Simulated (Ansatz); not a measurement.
Reaction (redistribution): `C[NH][GeH2][OH]` + `[Cl][In]([Br])[Br]` → `C[NH][GeH2][Cl]` + `[OH][In]([Br])[Br]`

Gas-phase electronic energies from Ansatz, PBE0-D4/def2-TZVP geometries. CBS: MP2 limit from def2 TZ/QZ plus the TZ coupled-cluster correction, frozen cores. Functionals use def2-TZVPP. B3LYP here is the variant with VWN-RPA as its local correlation; programs differ in this. def2 core potentials past Kr. For Br, Ge, In outer-core shells are correlated without core-valence functions, which leaves a few kJ/mol of doubt a bond. Scalar relativity is left out up to krypton. Each species was taken in one conformer, which may not be the lowest.

(1) Is it downhill or uphill in electronic energy at CCSD(T)/CBS, and by how much? (Best estimate.)

(2) What do these levels give: PBE-D4, r2SCAN-D4, B3LYP-D4, ωB97X-V, B2PLYP, B3LYP, HF/def2-TZVPP, SCS-MP2/def2-TZVPP, CCSD/def2-TZVPP, CCSD(T)/def2-TZVPP, SCS-MP2/def2-QZVPP, HF/CBS(def2)? (Best estimate.)

Largest T1 diagnostic among the species: 0.012.

Results:

(1) Computed: Uphill: ΔE = +7.3 kcal/mol.

(2) Ansatz gave: PBE-D4 5.7, r2SCAN-D4 6.9, B3LYP-D4 7.3, ωB97X-V 7.6, B2PLYP 7.4, B3LYP 7.4, HF/def2-TZVPP 11.1, SCS-MP2/def2-TZVPP 7.8, CCSD/def2-TZVPP 8.3, CCSD(T)/def2-TZVPP 7.7, SCS-MP2/def2-QZVPP 7.6, HF/CBS(def2) 11.0 kcal/mol.

In def2-TZVPP, CCSD(T) changes the Hartree–Fock value by −3.3 kcal/mol (the triples alone add −0.6 kcal/mol) and MP2 by −3.5 kcal/mol. From PBE to PBE0 (25 % exact exchange), in def2-TZVPP and without D4, ΔE moves by +1.6 kcal/mol.
